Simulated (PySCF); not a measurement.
Compound: C₄H₈ClO₂Si (doublet state).
Cartesian coordinates in Å at the GFN2-xTB level; atoms count from 1:
```xyz
16
C4H8ClO2Si angstrom
C     -2.3581    0.9354    0.1093
C     -1.0167    0.4422    0.4690
C     -0.0738   -0.1101   -0.5176
C      0.5004   -1.4948   -0.0752
O      1.7712   -1.2979    0.4673
Si     2.4171    0.1256   -0.0195
Cl     3.1391    1.1330    1.5351
O      1.0554    0.7521   -0.6551
H     -2.3334    2.0082   -0.1192
H     -3.0536    0.8063    0.9381
H     -2.7426    0.4235   -0.7715
H     -0.6271    0.6428    1.4531
H     -0.5388   -0.1916   -1.5050
H      0.5802   -2.1595   -0.9405
H     -0.1367   -1.9580    0.6811
H      3.4098   -0.0480   -1.0609
```

The hyperfine couplings belong to this conformer and change with its torsions.

As a line formula: `C[CH][C@@H]1CO[Si@H](Cl)O1` [radical].

The calculation used UKS B3LYP, pcH-1 on C Cl H O Si, non-relativistic, mean-field spin-orbit, GIAO (PySCF). Geometry: GFN2-xTB, one conformer, isolated molecule. A GFN2-xTB geometry isn't a minimum of the functional, and hyperfine couplings can be far from their values at a DFT geometry. Stability of the SCF solution: not tested.

(1) Break the g tensor into its mass correction, gauge correction and orbital-Zeeman/spin–orbit terms.

(2) What are the electron Larmor frequencies g μB B/h along the three axes at 3350 mT?

(3) At 34.049 GHz, how far is the centre of the isotropic spectrum from where a free electron (g = 2.002319) resonates?

(4) How much does each term add to the isotropic shift?

(5) In a frozen sample, at which fields do the three g values resonate at 9.5, 34, 94 and 263 GHz (hyperfine left aside), and which band first spreads them over more than twice a line width of 1.0 mT?

Answers

(1) 
| Δg (ppm) | 1 | 2 | 3 |
| --- | --- | --- | --- |
| relativistic mass correction | -157 | -157 | -157 |
| gauge correction | 17 | 34 | 41 |
| orbital Zeeman/spin–orbit | -74 | 211 | 718 |
| total | -213 | 88 | 602 |

So g = 2.00211, 2.00241, 2.00292 and g_iso = 2.00248; the tensor is rhombic: the two nearest values differ by 37 % of g3 − g1. Axes: g3 points within 11° of the C2–C3 bond.

(2) 93.8736, 93.8877, 93.9118 GHz for g1, g2 and g3, a range of 38.2 MHz.

(3) B = hν/(g μB) with μB/h = 13.99624 MHz/mT gives 1214.95 mT for the free electron and 1214.86 mT at g_iso, 0.10 mT lower.

(4) The orbital-Zeeman/spin–orbit term 285, the mass correction -157 and the gauge correction 31 ppm, for a total of 159 ppm. The orbital-Zeeman/spin–orbit term is the largest in size. The mass correction is the same along every axis, so the anisotropy comes from the other two: their spans along these axes are 24 (gauge) and 792 ppm (orbital Zeeman/spin–orbit).

(5) 
```tsv
band	GHz	B(g3) mT	B(g2) mT	B(g1) mT	spread mT
X	9.5	338.88	338.97	339.02	0.14
Q	34.0	1212.84	1213.15	1213.33	0.49
W	94.0	3353.15	3354.01	3354.51	1.37
J	263.0	9381.67	9384.08	9385.49	3.82
```

The spread grows in proportion to the frequency. J band is the first where it exceeds 2.0 mT.

Largest spin populations (Mulliken): C2 (+1.01), C1 (-0.09) and H9 (+0.07). C2 is the only atom above +0.15. The positive populations add up to 1.19 and the negative ones to -0.19, together 2S = 1. The angles at C2 add up to 359.1°, so it is planar; its axial dipolar tensor and the negative coupling of its proton fit spin in a p orbital normal to that plane.

The HOMO–LUMO gaps are 6.39 eV among the α and 6.12 eV among the β orbitals.
